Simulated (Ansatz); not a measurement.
```xyz
9

F    -1.786    1.977   -0.044
B    -0.896    1.035    0.112
Si    0.250    0.248    1.631
O     0.921   -0.837    0.563
Al    0.179   -0.507   -0.968
S     0.691   -1.659   -2.746
H     1.286    1.140    2.224
H    -0.479   -0.448    2.728
H    -0.166   -0.950   -3.502
```

The species carries charge 0 and has multiplicity 1.

List the r2SCAN/def2-TZVPP orbital energies in eV (the Gaussian-basis code of Ansatz). (Best estimate.)

Computed: Occupied: -2409.22, -1791.30, -1517.49, -667.50, -515.47, -213.67, -182.54, -157.74, -157.63, -157.57, -141.69, -110.96, -96.57, -96.54, -96.54, -71.28, -71.11, -71.09, -32.87, -25.33, -18.89, -14.78, -13.57, -12.25, -12.13, -11.82, -10.76, -9.94, -9.73, -8.71, -7.90, -7.82, -7.02, -5.75. Lowest empty: -3.48, -1.08, -0.55, -0.42, -0.08, 1.02, 1.39, 1.56.
